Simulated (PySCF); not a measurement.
Problem. Give a PBE0-D3(BJ)/def2-SVP geometry of `C/N=[CH]\[Ge@H]([SiH3])[GeH3]`.

Solution. 
```xyz
17
C2H11Ge2NSi angstrom
C     -1.6256   -1.1547    1.0140
N     -1.5084   -1.7666   -0.2737
C     -0.6817   -1.3392   -1.1283
Ge     0.6093    0.1755   -0.9814
Si     2.3383   -0.3402    0.5777
Ge    -0.5095    2.2594   -0.4226
H     -2.6560   -0.7888    1.1519
H     -1.4588   -1.9148    1.7941
H     -0.9262   -0.3121    1.1960
H     -0.6567   -1.8622   -2.1007
H      1.2190    0.3054   -2.3945
H      2.8966   -1.6986    0.2981
H      3.4432    0.6642    0.4979
H      1.7766   -0.3270    1.9635
H     -0.4668    2.4891    1.1011
H      0.1708    3.4523   -1.1201
H     -1.9847    2.1997   -0.8625
```

Any rigid rotation of these coordinates is as good. Atoms count from 1 in this order. Ge4 (germanium bonded to C, Ge, Si and H) is distorted tetrahedral (angles from 104.6° to 111.7°). The C–N distances run from 1.263 Å (N2=C3, drawn double) to 1.430 Å (C1–N2, drawn single), a spread of 0.167 Å. Of the pairs four or more bonds apart, Si5···H9 is among the closest relative to their van der Waals radii: 3.32 Å, 101 % of the sum of Bondi's values. Ge6 (germanium bonded to Ge and 3 H) is tetrahedral (angles from 108.3° to 110.9°).

Bonds between heavy atoms (Å): C1–N2 1.430, N2=C3 1.263, C3–Ge4 1.996, Ge4–Si5 2.385, Ge4–Ge6 2.430.

The calculation used PBE0-D3(BJ)/def2-SVP geometry optimisation, gas phase (PySCF 2.14.0).

Point group: C1 (no symmetry element, even within 0.4 Å). No frequency check. One conformer, not necessarily the lowest (N2–C3–Ge4–Si5 69°).
